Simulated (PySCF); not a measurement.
A PySCF script (with the pyscf-properties extension) for the NMR shieldings of `CC(C)(CCF)CO[SiH3]`, C$_{6}$H$_{15}$FOSi, on a GFN2-xTB geometry:

```python
import basis_set_exchange as bse
import numpy as np
from pyscf import gto, dft
from pyscf.prop import nmr

atoms = """
C    -0.172921   -1.700784   -1.133657
C    -0.403575   -0.754671    0.049613
C    -0.896254   -1.556709    1.254617
C    -1.444228    0.295618   -0.386651
C    -1.636322    1.494597    0.530841
F    -2.183157    1.143952    1.745326
C     0.933038   -0.085667    0.409290
O     1.330897    0.790374   -0.604001
Si    2.707097    1.620771   -0.775280
H    -1.116625   -2.114538   -1.481159
H     0.476779   -2.522911   -0.841848
H     0.295768   -1.164040   -1.954814
H    -1.814145   -2.081992    1.002621
H    -0.149531   -2.290936    1.549996
H    -1.094795   -0.909862    2.103404
H    -2.406272   -0.205950   -0.511319
H    -1.137852    0.698625   -1.353493
H    -0.693296    2.004307    0.743481
H    -2.339642    2.202586    0.078571
H     0.844157    0.458127    1.357413
H     1.696212   -0.861115    0.550236
H     2.437159    2.238183   -2.063573
H     3.871164    0.729267   -0.777248
H     2.884607    2.592529    0.309397
"""
names = dict.fromkeys(["C", "F", "O", "Si", "H"], "pcSseg-1")
basis = {el: gto.basis.parse(bse.get_basis(n, elements=[el], fmt="nwchem")) for el, n in names.items()}
mol = gto.M(atom=atoms, basis=basis, charge=0, verbose=0)
mf = dft.RKS(mol, xc="PBE0")
mf.grids.level = 2
mf.grids.alignment = dft.numint.BLKSIZE   # the property module wants whole blocks of grid points
mf.conv_tol = 1e-9
mf.kernel()

calc = nmr.RKS(mf)   # GIAO
C = mf.mo_coeff
Co = C[:, mf.mo_occ > 0]
resp = mf.gen_response(singlet=True, hermi=2)
def vind(x):   # induced exchange potential for any number of trial vectors
    d = np.einsum("pi,xij,qj->xpq", C, 2 * x.reshape(-1, C.shape[1], Co.shape[1]), Co, optimize=True)
    return np.einsum("xpq,pi,qj->xij", resp(d - d.transpose(0, 2, 1)), C, Co, optimize=True).ravel()
mo1, _ = nmr.rhf.solve_mo1(calc, with_cphf=vind)
sigma = calc.kernel(mo1)
for i, s in enumerate(sigma):   # ppm
    print("%2d %-2s %9.2f" % (i, mol.atom_pure_symbol(i), np.trace(s) / 3))
```

**Question.** What are the results?

**Answer.** 
```
 0 C     157.00
 1 C     149.26
 2 C     160.75
 3 C     144.92
 4 C     101.71
 5 F     421.43
 6 C     113.28
 7 O     324.10
 8 Si    385.88
 9 H      30.91
10 H      31.12
11 H      30.08
12 H      30.83
13 H      31.20
14 H      30.15
15 H      30.13
16 H      30.06
17 H      26.78
18 H      26.81
19 H      27.75
20 H      28.39
21 H      26.84
22 H      26.78
23 H      26.75
```

These numbers come from an equivalent density-fitted implementation of the same equations, which agrees with the script to about 0.01 ppm for H and up to a few tenths of a ppm for heavy atoms, so last digits may differ.

**Question.** Turn these shieldings into chemical shifts. δ = σ(ref) − σ, references computed at the same level: TMS for 13C (σ = 186.93 ppm) and 29Si (σ = 349.16 ppm) and 1H (σ = 31.72 ppm); CFCl3 for 19F (σ = 170.95 ppm); H2O for 17O (σ = 336.08 ppm).

**Answer.** Averaging equivalent atoms: C 4: 85.2; C 6: 73.6; C 3: 42.0; C 1: 37.7; C 0/2: 28.1; F 5: -250.5; O 7: 12.0; Si 8: -36.7; H 21/22/23: 4.93; H 17/18: 4.92; H 19/20: 3.65; H 15/16: 1.62; H 9/10/11/12/13/14: 1.00 ppm. Unscaled 19F shifts against computed CFCl3 carry errors that often reach 10 to 50 ppm. Experimental scales use liquid or dissolved standards, which lie at an offset from isolated H2O (liquid H2O: subtract about 36 ppm).

Size and cost of the density-fitted run: 235 basis functions, 100 s wall time on 1 thread of an Arm Neoverse N1, shared host; peak memory 0.98 GiB.
